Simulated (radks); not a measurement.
Question: Valence configurations of the tin ion Sn+ (all share [Kr]). Calculated with a radial shooting solver on a logarithmic mesh with Libxc functionals: scalar-relativistic Kohn-Sham, BLYP, spin-polarised, spherical densities, finite nucleus; open shells are filled with parallel spins first (spin-orbit coupling, left out, can overturn this in heavy ions); Fermi nuclear charge, rms radius 4.6519 fm. Order these by energy: 4d7 5s2 5p4; 4d10 5s2 5p1; 4d9 5s2 5p2; 4d10 5s1.5 5p1.5; 4d8 5s2 5p3; 4d7.5 5s2 5p3.5; 4d10 5s1 5p2; 4d9.5 5s1 5p2.5; 4d10 5p3; 4d9.5 5s2 5p1.5.

Answer: From the lowest, in eV above it: 4d10 5s2 5p1 0.000; 4d10 5s1.5 5p1.5 3.358; 4d10 5s1 5p2 6.489; 4d9.5 5s2 5p1.5 11.975; 4d10 5p3 14.359; 4d9.5 5s1 5p2.5 18.494; 4d9 5s2 5p2 24.894; 4d8 5s2 5p3 53.553; 4d7.5 5s2 5p3.5 70.273; 4d7 5s2 5p4 87.983. NIST lists [Kr] 4d10 5s2 5p1 as the ground configuration; this level of theory agrees among the configurations tried. The energies are those of spherical high-spin densities, not of single terms.
